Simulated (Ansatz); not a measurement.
Saddle point of InH₃Cl₂O, closed shell (InHCl₂ ([Cl][InH][Cl]) + H₂O → InHCl₂O ([OH][In]([Cl])[Cl]) + H₂; bonds formed: H2–H5; dative contacts that become bonds: In1–O6; bonds broken: In1–H2, H5–O6), PBE0-D4/def2-TZVP structure:

```xyz
7
angstrom
In -0.7486 0.2449 -0.0806
H 0.0690 -1.4060 0.7475
Cl -1.3694 -0.1408 -2.2679
Cl -2.0427 1.4246 1.4056
H 0.8379 -0.8526 0.5603
O 1.3321 0.3383 0.1972
H 1.9218 0.3916 -0.5622
```

Energies are electronic, without zero-point energy. Barriers and step energies count from the start structure reached by relaxing down the imaginary mode; all methods use the PBE0-D4 structures, on which another method's saddle can fall below an end. Ansatz 0.2.0; basis: def2-TZVPP, with def2-QZVPP for the basis limit; cores frozen in the correlated methods. Filled d shells of the heavier atoms are correlated. Core potentials replace the inner electrons of the atoms past krypton. The def2 sets are not built for correlating such inner shells, so the correlated values are less sure here. B3LYP uses VWN-RPA correlation. Extrapolation: Hartree–Fock as exp(−7.88 √X), correlation as X^−2.97.

```json
{"method": "SPW92", "barrier (kcal/mol)": "30.01", "step energy (kcal/mol)": "21.56"}
{"method": "PBE-D4", "barrier (kcal/mol)": "31.40", "step energy (kcal/mol)": "15.45"}
{"method": "BLYP-D4", "barrier (kcal/mol)": "32.75", "step energy (kcal/mol)": "13.41"}
{"method": "r2SCAN-D4", "barrier (kcal/mol)": "33.82", "step energy (kcal/mol)": "16.77"}
{"method": "B97M-V", "barrier (kcal/mol)": "36.32", "step energy (kcal/mol)": "18.87"}
{"method": "PBE0-D4", "barrier (kcal/mol)": "35.59", "step energy (kcal/mol)": "18.32"}
{"method": "B3LYP-D4", "barrier (kcal/mol)": "36.06", "step energy (kcal/mol)": "16.24"}
{"method": "r2SCAN0-D4", "barrier (kcal/mol)": "37.14", "step energy (kcal/mol)": "19.10"}
{"method": "BHLYP-D4", "barrier (kcal/mol)": "40.51", "step energy (kcal/mol)": "19.06"}
{"method": "CAM-B3LYP-D4", "barrier (kcal/mol)": "37.33", "step energy (kcal/mol)": "18.12"}
{"method": "wB97X-V", "barrier (kcal/mol)": "37.61", "step energy (kcal/mol)": "17.50"}
{"method": "wB97M-V", "barrier (kcal/mol)": "38.06", "step energy (kcal/mol)": "18.42"}
{"method": "B2PLYP", "barrier (kcal/mol)": "36.08", "step energy (kcal/mol)": "15.70"}
{"method": "PBE-QIDH", "barrier (kcal/mol)": "?", "step energy (kcal/mol)": "18.41"}
{"method": "RPA on PBE", "barrier (kcal/mol)": "?", "step energy (kcal/mol)": "15.29"}
{"method": "HF", "barrier (kcal/mol)": "47.42", "step energy (kcal/mol)": "19.69"}
{"method": "MP2", "barrier (kcal/mol)": "?", "step energy (kcal/mol)": "15.72"}
{"method": "CCSD", "barrier (kcal/mol)": "39.47", "step energy (kcal/mol)": "17.89"}
{"method": "CCSD(T)", "barrier (kcal/mol)": "37.32", "step energy (kcal/mol)": "16.82"}
```

Q: Fill in the withheld barriers. (An estimate is asked for; the value comes from the calculation.)

A: By the calculation: MP2 36.17; RPA on PBE 36.19; PBE-QIDH 37.28 kcal/mol. Each is the energy of the saddle less that of the start structure, by the same method.

For comparison, the barrier by CCSD(T) at an estimated basis limit (MP2 extrapolated from triple and quadruple zeta, plus CCSD(T) − MP2 in triple zeta) is 37.17 kcal/mol.

T1 diagnostic: at most 0.014.

The step is the kind of ligand exchange by which a precursor binds to a hydroxyl group, or is hydrolysed, in atomic layer deposition of oxides.

Labels in which every atom is bracketed show which atoms are joined, not bond orders.

For scale, one of the runs: CCSD(T)/def2-TZVPP, 207 basis functions, launched by `ansatz run in.yaml --threads 4 --pin off --events-out ev --progress --plain --max-ram 9574MiB`. The run took 79 s on 4 CPU threads of an Arm Neoverse V2 (shared host), with 2.9 GiB of host memory at its peak.
